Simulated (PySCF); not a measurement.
# Working with the constants of Cs₂⁺

UHF-CCSD(T) constants of Cs₂⁺, ²Σg⁺ (doublet), unpaired electrons σ ↑ (PySCF, scalar-relativistic core potentials, basis sets Cs def2-SVPD with ECP46; masses 132.9054 and 132.9054 u):

| Property | Result |
| --- | --- |
| ωe | 29.4 cm⁻¹ |
| ωexe | 0.0359 cm⁻¹ |
| Be | 0.0083614 cm⁻¹ |
| αe | 1.3e-05 cm⁻¹ |
| D (centrifugal) | 2.7e-09 cm⁻¹ |
| De to Cs⁺ + Cs | 0.63 eV |

(1) Give the vibrational terms G(v) and spacings up to v = 6.

(2) How well does the Morse estimate ωe²/(4ωexe) reproduce De, and what is D0?

Correlated steps freeze no core orbitals. Correlated levels converge slowly with the basis: in double zeta they bind strong bonds too weakly, by up to about 1 eV, and carry superposition errors of some tenths. Spin–orbit coupling is left out. The state is the lowest determinant that a PBE0 search found; another state may lie lower at other levels.

## Answers

(1) G(v) = ωe(v+½) − ωexe(v+½)².

| v | G(v) (cm⁻¹) | G(v) − G(v−1) | Bv (cm⁻¹) |
| --- | --- | --- | --- |
| 0 | 14.7 |  | 0.008355 |
| 1 | 44.0 | 29.3 | 0.008342 |
| 2 | 73.3 | 29.3 | 0.008329 |
| 3 | 102.5 | 29.2 | 0.008316 |
| 4 | 131.6 | 29.1 | 0.008303 |
| 5 | 160.6 | 29.0 | 0.008290 |
| 6 | 189.6 | 29.0 | 0.008277 |

(2) It gives 0.75 eV, 118 % of the computed De. D0 = De − G(0) = 0.63 − 0.00 = 0.63 eV.
